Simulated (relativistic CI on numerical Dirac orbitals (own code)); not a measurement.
Method of calculation: Dirac-Coulomb-Breit CI, orbitals from a KLI potential per configuration, a model potential for QED, unscaled Slater integrals (own radial code, finite nucleus).

The strongest absorption lines from the ground level of an ion, among the configurations computed and to levels below about 2560 eV (vacuum wavelength in nm, gf): 0.48903 (0.078), 0.49054 (0.69), 0.49088 (0.46), 0.49235 (0.32), 0.49275 (0.079), 2.1802 (1.9), 2.3026 (1.3), 2.4032 (0.13).

**Question.** Which ion is it?
A. Ra63+
B. Ta48+
C. Bi58+
D. Bi60+

**Answer.** C. Bi58+ has 25 electrons and the ground level 3s2 3p6 3d7 4F_9/2; the strongest line goes to 3s2 3p5 3d8 4D°_7/2. The pattern of lines fixes the number of electrons, and along that sequence the line energies rise steadily with the charge (about as its square where n changes within one kind of shell, about linearly where n is kept but much faster in heavy ions where fine structure, which grows about as Z⁴, sets the gap, and irregularly where shells cross), which fixes Z. Configurations outside the model, such as inner-shell arrays, can give stronger lines. At this charge energies of transitions that change n are usually good to better than 1 %, and those within a shell (Δn = 0) to a few per cent.

LS names give the leading component of a level, which can be under half, so a name can repeat, a term be missing and a line seem to break the LS rules.
